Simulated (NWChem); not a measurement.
System: thiourea (CH₄N₂S); SMILES NC(N)=S

All runs: NWChem. Coordinates come from a PBE0/def2-SVP optimisation. One conformer.

Diagonal of the polarisability tensor at PBE0/def2-SVPD, static: 38.83, 57.56, 71.52 bohr³.

Question: Find the mean polarisability volume, the molar refraction, and the refractive index that an ideal gas of it would have at 273.15 K and 1 atm.

Answer: 
1. Mean: one third of the trace = 55.97 bohr³ × 0.14818 Å³/bohr³ = 8.29 Å³.
2. Molar refraction (Lorentz-Lorenz): (4π/3) N_A α = 20.9 cm³/mol.
3. Number density p/kT = 2.687 × 10⁻⁵ Å⁻³; n − 1 = 2π N α = 14.00 × 10⁻⁴.
4. These hold the electronic response alone: vibrational and orientational terms add to the static dielectric constant.
